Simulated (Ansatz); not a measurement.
Sr₆S₅ was relaxed with PBE-D4 (def2-SVP) in Ansatz in these states: charge -1 doublet, neutral quintet, neutral singlet, neutral triplet. The geometries follow in no particular order.

In the def2 sets Sr takes a core potential; there is no spin–orbit coupling.

A:

```tsv
atom	x (Å)	y (Å)	z (Å)
Sr1	2.6836	1.5032	2.6447
Sr2	0.6200	1.4610	-0.9490
Sr3	-1.8505	-1.4549	-2.2190
Sr4	1.7613	-2.3862	-1.2922
Sr5	-2.5747	2.8506	1.3046
Sr6	-0.6062	-0.8041	1.5556
S7	-0.7314	-3.0579	-0.2219
S8	2.2103	-0.4541	0.6762
S9	0.6485	-0.5094	-3.0387
S10	-2.2069	0.6850	-0.4575
S11	0.0461	2.1667	1.9973
```

B:

```tsv
atom	x (Å)	y (Å)	z (Å)
Sr1	-0.1920	-0.5154	-3.9817
Sr2	1.7864	0.2943	-0.4675
Sr3	0.0354	0.7932	3.1366
Sr4	-1.0934	3.0361	0.2354
Sr5	1.4084	-3.7606	0.2059
Sr6	-1.6083	-0.9556	-0.1151
S7	-2.3796	1.0830	1.7630
S8	-0.6592	1.2506	-1.8811
S9	1.3965	2.4737	1.3689
S10	0.7222	-1.4929	1.6672
S11	0.5836	-2.2063	-1.9317
```

C:

```xyz
11

Sr   -2.6283    2.7389   -1.5403
Sr    1.0633    1.4308   -0.1922
Sr    2.2413   -2.3155    1.4158
Sr   -1.0597    0.3937    3.3334
Sr    1.3118   -0.5322   -3.8445
Sr   -1.2799   -1.1086   -0.6360
S    -0.5297   -2.0824    2.0303
S    -1.7265    1.4407    0.7957
S     1.6466    0.2781    2.4415
S     1.6273   -1.3090   -1.1515
S    -0.6662    1.0656   -2.6523
```

D:

```xyz
11

Sr   -2.0840   -3.2815    1.2006
Sr    1.3286   -0.9506    0.8842
Sr    1.6857    2.4092   -1.3137
Sr    0.5680   -0.7864   -3.0710
Sr   -0.4490    1.4267    3.7836
Sr   -1.7372    0.6618   -0.0994
S    -0.6833    1.6807   -2.6218
S    -0.7607   -2.0237   -0.9619
S     2.8030   -0.1538   -1.5031
S     0.6234    1.9331    1.2140
S    -1.2945   -0.9157    2.4885
```

Q: Judge from the bond lengths which geometry belongs to which state (an estimate).

A: A is the neutral triplet (Sr3–Sr4 3.843 Å, Sr3–Sr6 4.027 Å, Sr4–Sr6 4.027 Å); B is the neutral singlet (Sr3–Sr4 3.837 Å, Sr3–Sr6 4.041 Å, Sr4–Sr6 4.040 Å); C is the neutral quintet (Sr3–Sr4 4.681 Å, Sr3–Sr6 4.250 Å, Sr4–Sr6 4.250 Å); D is the charge -1 doublet (Sr3–Sr4 3.814 Å, Sr3–Sr6 4.030 Å, Sr4–Sr6 4.030 Å).

The restricted singlet is unstable towards broken spin symmetry in Hartree–Fock (as tested in another run); at PBE-D4/def2-SVP this wasn't settled. At PBE-D4/def2-SVP the relaxed charge -1 doublet is spin-contaminated (final ⟨S²⟩ up to 0.91, 0.75 for a pure state). At PBE-D4/def2-SVP the highest occupied level of the relaxed charge -1 doublet lies above zero (up to 0.07 eV). It is a level of α spin, whose loss leaves a singlet; that state wasn't run at this geometry and level. The electron is either unbound and held by the finite basis, or the level is raised by self-interaction error. At PBE0-D4/def2-TZVP a triplet lies 0.22 eV below the neutral singlet. At PBE0-D4/def2-TZVP a triplet lies 2.95 eV below the neutral quintet. These are the stationary points nearest to one start from a short search; other shapes may lie lower in each state.
